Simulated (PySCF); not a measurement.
Constitutional and geometric isomers with formula CH6Si2. Isolated molecules, 0 K electronic values unless said otherwise. Strings in code marks are SMILES.

All values below come from PBE-D3(BJ)/def2-TZVP // PBE0-D3(BJ)/def2-TZVP in PySCF. 

```csv
species,dipole moment (D),HOMO–LUMO gap (eV),HOMO (eV)
`C[SiH]=[SiH2]`,1.41,2.63,-4.93
`[SiH3][SiH]=C`,0.58,3.34,[?]
`C1[SiH2][SiH2]1`,[?],4.77,-5.72
`[SiH2]=C[SiH3]`,1.59,[?],-5.93
```

Task: What belongs in the gaps?

Result: 
- `[SiH3][SiH]=C`, HOMO (eV): -5.68
- `C1[SiH2][SiH2]1`, dipole moment (D): 0.52
- `[SiH2]=C[SiH3]`, HOMO–LUMO gap (eV): 3.47
